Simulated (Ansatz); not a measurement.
Energy difference R1 → P1, each structure at its B3LYP-D3(BJ)/def2-TZVP stationary point, reached from a drawn start; harmonic modes at that level show minima.
R1, C6H6 (SMILES c1ccccc1) (charge 0, multiplicity 1):
```xyz
12

C     -0.795     1.140     0.033
C     -1.384    -0.116    -0.058
C     -0.590    -1.256    -0.091
C      0.795    -1.140    -0.033
C      1.384     0.116     0.058
C      0.590     1.256     0.091
H     -1.414     2.028     0.059
H     -2.462    -0.206    -0.103
H     -1.049    -2.234    -0.162
H      1.414    -2.028    -0.059
H      2.462     0.206     0.103
H      1.049     2.234     0.162
```
P1, C6H6 (SMILES C1=CC1C1C=C1) (charge 0, multiplicity 1):
```xyz
12

C      1.6323     1.1535     0.1050
C      1.9881    -0.0806     0.2164
C      0.6283     0.1462    -0.3873
C     -0.6283    -0.1462     0.3873
C     -1.6324    -1.1535    -0.1050
C     -1.9882     0.0805    -0.2164
H      1.8461     2.1959     0.2641
H      2.7126    -0.8092     0.5355
H      0.5044     0.0132    -1.4644
H     -0.5044    -0.0132     1.4644
H     -1.8462    -2.1959    -0.2642
H     -2.7127     0.8092    -0.5355
```

P less R. No zero-point or thermal terms. One arrangement of each flexible species, with no search for the lowest.

Cores are frozen in the correlated methods.

The values were computed with Ansatz (a program for electronic structure). All values are computed, each at the level named.

Total energies in hartree:

| structure | PBE/def2-TZVPP | PBE0/def2-TZVPP | CCSD(T)/cc-pVTZ |
|---|---|---|---|
| R1 | -232.021065 | -232.047363 | -231.805623 |
| P1 | -231.827855 | -231.850679 | -231.608359 |

Work out the reaction energy at each level in eV (1 hartree = 27.21139 eV), and say how far PBE/def2-TZVPP lies from CCSD(T)/cc-pVTZ.


- PBE/def2-TZVPP: (-231.827855) − (-232.021065) = 0.193210 hartree = 5.258 eV
- PBE0/def2-TZVPP: (-231.850679) − (-232.047363) = 0.196684 hartree = 5.352 eV
- CCSD(T)/cc-pVTZ: (-231.608359) − (-231.805623) = 0.197264 hartree = 5.368 eV
PBE/def2-TZVPP less CCSD(T)/cc-pVTZ: -0.110 eV. CCSD(T)/cc-pVTZ is the level counted from, the highest shown, and no exact or measured value.
